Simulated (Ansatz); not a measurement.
Born–Oppenheimer molecular dynamics of F$_{3}$GeH$_{5}$O$_{2}$Si (12 atoms, charge 0, multiplicity 1). It starts at the highest image of a converged band, a first-order saddle point between two minima.

Level of theory: RKS PBE/def2-SVP in Ansatz.

```yaml
ensemble: NVE (velocity Verlet)
time_step: 0.5 fs
steps_asked: 200
starting_velocities_drawn_for: 100 K
seed: 7735
```

First frame:

```xyz
12
Properties=species:S:1:pos:R:3
Ge 0.117 -0.212 0.039
O 0.371 0.293 1.888
H -0.439 0.723 2.228
F 1.507 0.573 -0.633
F -1.356 0.740 -0.033
F -0.328 -1.325 -1.257
O 0.618 -1.788 1.086
Si 0.385 -3.460 0.748
H 1.212 -3.821 -0.443
H 0.862 -4.178 1.975
H -1.068 -3.744 0.523
H 0.520 -1.019 1.930
```

Task: How far do the bonds stretch over the last three quarters of this one trajectory? (Pairs bonded in most of those frames.)

Result: 
| bond | mean (Å) | spread (Å) | shortest | longest |
| --- | --- | --- | --- | --- |
| Ge1–F4 | 1.730 | 0.010 | 1.71 | 1.74 |
| Ge1–F5 | 1.753 | 0.033 | 1.70 | 1.79 |
| Ge1–F6 | 1.753 | 0.016 | 1.73 | 1.78 |
| Ge1–O7 | 1.773 | 0.036 | 1.73 | 1.88 |
| O2–H3 | 0.978 | 0.005 | 0.97 | 0.99 |
| O2–H12 | 0.983 | 0.016 | 0.95 | 1.02 |
| O7–Si8 | 1.710 | 0.021 | 1.67 | 1.75 |
| Si8–H9 | 1.503 | 0.029 | 1.46 | 1.55 |
| Si8–H10 | 1.501 | 0.015 | 1.48 | 1.53 |
| Si8–H11 | 1.501 | 0.011 | 1.48 | 1.52 |

Pairs bonded in part of these frames only: Ge1–O2 25 %.

Mean temperature of the second half: 307 K. The conserved energy stayed within 0.034 meV per atom of its start (net change 0.0023 meV per atom), so the integration is sound. The kinetic energy rose, since the run started high on the potential surface and went downhill. It ends in pieces (F3GeH3OSi + H2O), so much of that is their flight and rotation, not heat. A run of 0.1 ps of so small a system gives no equilibrium averages. The orbitals stay closed-shell, which can raise the energy where a bond breaks towards radicals; this wasn't checked here.

Time of the run: 7.4 min on 4 threads of Arm Neoverse V1, on a shared host, peak memory 0.22 GiB.
